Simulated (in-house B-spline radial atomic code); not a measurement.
Configurations of Ag³⁺, with energies counted from [Kr] 4d8. All numbers are computed (scalar-relativistic (X2C) B3LYP, spin-polarised, spherical fractional occupations, exact exchange averaged over the configuration; Fermi nucleus of rms radius 4.5454 fm) with a radial B-spline atomic code at the basis-set limit, not measured. Shells without spins written out take the highest spin.

Occupations are held fixed; configurations that lie above the ionisation limit could autoionise.

| configuration | E - E(ref) (eV) | highest orbital | its <r> (bohr) |
| --- | --- | --- | --- |
| [Kr] 4d7 5f1 | 40.06 | 5f up | 6.288 |
| [Ar] 3d10 4s2 4p5 4d9 | 54.302 | 4d down | 1.248 |
| [Ar] 3d10 4s2 4p5 4d8 5f1 | 95.069 | 5f up | 6.226 |

(1) Order these further configurations by energy, lowest first.
A. [Ar] 3d10 4s2 4p5 4d8 5d1
B. [Kr] 4d7 5s1
C. [Kr] 4d7 5d1
D. [Kr] 4d7 5p1

Answers

(1) B (11.705 eV), D (19.959 eV), C (30.669 eV), A (85.619 eV).
